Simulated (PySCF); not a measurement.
From one molecule to another.

First species: GaH2(CCH), C2H3Ga.
Bonds: Ga1–C4, C4–C5. Hydrogens: H2, H3 on Ga1; H6 on C5.

Second species: CH₅BClNO.
SMILES: `COB(N)Cl`

Levels: CAM-B3LYP/def2-SVPD for dipole moment, HOMO energy, LUMO energy, HOMO–LUMO gap, static isotropic polarisability and electronic spatial extent ⟨r²⟩ about the centre of nuclear charge; TDDFT CAM-B3LYP/def2-SVPD for lowest singlet excitation; TDA CAM-B3LYP/def2-SVPD for lowest triplet excitation (Tamm–Dancoff); ΔSCF CAM-B3LYP/def2-SVPD for vertical ionisation energy; PBE0-D3(BJ)/def2-SVP for rotational constant A and rotational constant C. Geometries: PBE0-D3(BJ)/def2-SVP. All species are isolated and taken at one optimised geometry, non-relativistic unless stated. Electronic properties by PySCF.

Dipoles, sizes and rotational constants follow the conformer. The torsions of the flexible species, by atom-mapped SMILES:
- `[CH3:1][O:2][B:3]([NH2:4])[Cl:5]`: C1–O2–B3–N4 0°, H–N4–B3–O2 180°, H–N4–B3–O2 0°

| property | column X | column Y |
| --- | --- | --- |
| dipole moment | 3.83 D | 0.21 D |
| HOMO energy | -9.63 eV | -9.27 eV |
| LUMO energy | 0.64 eV | -1.10 eV |
| HOMO–LUMO gap | 10.27 eV | 8.17 eV |
| lowest singlet excitation | 7.12 eV | 4.53 eV |
| lowest triplet excitation (Tamm–Dancoff) | 6.85 eV | 4.25 eV |
| static isotropic polarisability | 53.2 au | 51.3 au |
| vertical ionisation energy | 10.59 eV | 10.29 eV |
| electronic spatial extent ⟨r²⟩ about the centre of nuclear charge | 616 bohr² | 350 bohr² |
| rotational constant A | 7.907 GHz | 132.103 GHz |
| rotational constant C | 1.901 GHz | 3.529 GHz |

(1) Which column belongs to which species?

(2) How does each property change from the first species to the second?

Results:

(1) Column X is the second species and column Y the first. The first has 6 atoms and 46 electrons, the second 10 and 48.

(2) dipole moment +3.62 D; HOMO energy -0.36 eV; LUMO energy +1.74 eV; HOMO–LUMO gap +2.10 eV; lowest singlet excitation +2.59 eV; lowest triplet excitation (Tamm–Dancoff) +2.60 eV; static isotropic polarisability +1.9 au; vertical ionisation energy +0.30 eV; electronic spatial extent ⟨r²⟩ about the centre of nuclear charge +266 bohr²; rotational constant A -124.196 GHz; rotational constant C -1.628 GHz.

On the first: The polarisability is 7.60 Å³ as a volume (1 au = 0.148185 Å³), or 1.11 au for each of the 46 electrons. In wavenumbers S1 is 36500 cm⁻¹ (1 eV = 8065.54 cm⁻¹). Relativistic effects, spin–orbit coupling among them, are left out although an element past zinc is present.

On the second: The dipole matches unit charges of opposite sign 0.80 Å apart (1 e·Å = 4.8032 D). The vertical singlet–triplet gap S1 − T1 is 0.27 eV (TDDFT singlet less Tamm–Dancoff triplet; S1: HOMO→LUMO, weight 0.89; T1: HOMO→LUMO, weight 0.83).
